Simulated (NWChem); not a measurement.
A series in which one site is exchanged, each optimised at PBE0/def2-SVP with NWChem, gas phase unless a solvent is named. All stand in one matching conformer (torsions within 35°), which need not be the lowest. For some, no frequency run checked for a minimum. def2 effective core potentials on Zr, Hf; no spin-orbit coupling.

A: [NH2][Ge]([F])([F])[F] (GeNH2F3; site = Ge)
B: [NH2][Hf]([F])([F])[F] (HfNH$_{2}$F$_{3}$; site = Hf)
C: N[Si](F)(F)F (SiNH2F3; site = Si)
D: [Zr]([F])([F])([NH2])[F] (ZrNH$_{2}$F$_{3}$; site = Zr)

```
quantity                                                  A      B      C  D
----------------------------------------------------  -----  -----  -----  -
orbital gap (eV), PBE0/def2-SVP                        8.36   7.56   9.42  …
vertical ionisation energy, ΔSCF, PBE0/def2-SVP (eV)  11.52  10.43  11.34  …
static polarisability, PBE0/def2-SVPD (bohr³)          35.3   44.9   31.2  …
lowest singlet excitation, PBE0/def2-SVPD, TDA (eV)    6.65   5.77   7.30  …
```

Q: What belongs in the gaps?

A: 
- orbital gap (eV), PBE0/def2-SVP, D: 7.11
- vertical ionisation energy, ΔSCF, PBE0/def2-SVP (eV), D: 10.41
- static polarisability, PBE0/def2-SVPD (bohr³), D: 45.8
- lowest singlet excitation, PBE0/def2-SVPD, TDA (eV), D: 5.32
